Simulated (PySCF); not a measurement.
# How the method changes the shape and vibrations of CClH3OSi

All numbers below are calculated, not measured. They come from PySCF 2.14.0, an open-source quantum chemistry program, on an isolated molecule that a program drew, which may never have been made. The molecule is CClH3OSi (charge 0, singlet), drawn as the SMILES string `C=[Si](O)Cl`.

The geometry was optimised and harmonic frequencies were computed with HF and MP2, all in the cc-pV(D+d)Z basis, for the commonest isotopes, with a restricted reference for singlets and an unrestricted one otherwise, and a frozen core in MP2. Each result is a local minimum of its method.

Geometry at the HF minimum:
```xyz
7
CClH3OSi, angstrom
C    -1.5333    1.4849   -0.1624
Si   -0.3813    1.9662    0.9516
O     1.1373    1.4279    1.1322
Cl   -0.6623    3.3864    2.3680
H    -2.5187    1.9324   -0.1718
H    -1.3345    0.7189   -0.9022
H     1.4497    0.7510    0.5476
```

Lengths of the bonds as drawn, in Å (atoms numbered as above):
```
bond,HF,MP2
C1-Si2,1.673,1.695
Si2-O3,1.621,1.651
Si2-Cl4,2.025,2.029
C1-H5,1.082,1.093
C1-H6,1.083,1.094
O3-H7,0.947,0.969
```

Rotational constants, in GHz:
| constant | HF | MP2 |
|---|---|---|
| A | 7.101 | 6.887 |
| B | 3.614 | 3.593 |
| C | 2.395 | 2.361 |

Harmonic frequencies in cm^-1, each column in rising order, so a row needn't be the same motion in every method:
| rank | HF | MP2 |
|---|---|---|
| 1 | 232 | 215 |
| 2 | 270 | 219 |
| 3 | 288 | 266 |
| 4 | 309 | 267 |
| 5 | 550 | 517 |
| 6 | 563 | 551 |
| 7 | 717 | 578 |
| 8 | 750 | 698 |
| 9 | 853 | 819 |
| 10 | 965 | 932 |
| 11 | 1141 | 1073 |
| 12 | 1478 | ? |
| 13 | 3306 | 3206 |
| 14 | 3405 | 3319 |
| 15 | 4151 | 3861 |

**Estimate the missing MP2 frequency from the HF column.**

A single factor s that minimises the squared misfit of MP2 against s times HF over the other rows is sum(HF x MP2) / sum(HF^2) = 0.9516, with an rms misfit of 48 cm^-1. For rank 12 it gives 0.9516 x 1478 = 1406 cm^-1. The calculation gives 1361 cm^-1, 45 cm^-1 below the estimate. The drawn bonds are on average 1.3 % longer in MP2 than in HF.
